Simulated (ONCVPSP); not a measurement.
## An all-electron radial function and its pseudo partner (beryllium)

Columns: radius, all-electron u(r) and pseudo u(r) of the 1s shell (level -125.11 eV) of beryllium in the configuration 1s2 2s0.5; BLYP, scalar-relativistic, ONCV scheme, ONCVPSP 4.0.1.

| r (bohr) | all-electron | pseudo |
| --- | --- | --- |
| 0.042 | 0.5237 | 0.3212 |
| 0.085 | 0.8929 | 0.6311 |
| 0.128 | 1.1350 | 0.9045 |
| 0.170 | 1.2802 | 1.1236 |
| 0.212 | 1.3582 | 1.2875 |
| 0.255 | 1.3873 | 1.3953 |
| 0.298 | 1.3793 | 1.4455 |
| 0.340 | 1.3462 | 1.4457 |
| 0.382 | 1.2956 | 1.4066 |
| 0.425 | 1.2320 | 1.3373 |
| 0.467 | 1.1628 | 1.2518 |
| 0.510 | 1.0881 | 1.1556 |
| 0.552 | 1.0139 | 1.0603 |
| 0.595 | 0.9385 | 0.9665 |
| 0.638 | 0.8651 | 0.8795 |
| 0.680 | 0.7960 | 0.8020 |
| 0.722 | 0.7303 | 0.7320 |
| 0.765 | 0.6669 | 0.6670 |
| 0.807 | 0.6088 | 0.6088 |
| 0.850 | 0.5535 | 0.5534 |
| 0.892 | 0.5033 | 0.5033 |
| 0.935 | 0.4560 | 0.4559 |
| 0.977 | 0.4134 | 0.4134 |
| 1.020 | 0.3734 | 0.3734 |
| 1.062 | 0.3377 | 0.3376 |
| 1.105 | 0.3042 | 0.3042 |

Q: How many radial nodes do the two functions have?

A: The all-electron 1s function has n − l − 1 = 0; the pseudo-wave has 0.

Q: At about which radius was the pseudo-wave matched?

A: 0.80 bohr, where the columns begin to agree (steps of 0.04 bohr).

Q: Is the pseudo-wave norm-conserving?

A: Yes: the ONCV scheme keeps the norm inside the radius equal to the all-electron one, which fixes the energy derivative of the logarithmic derivative at the level.
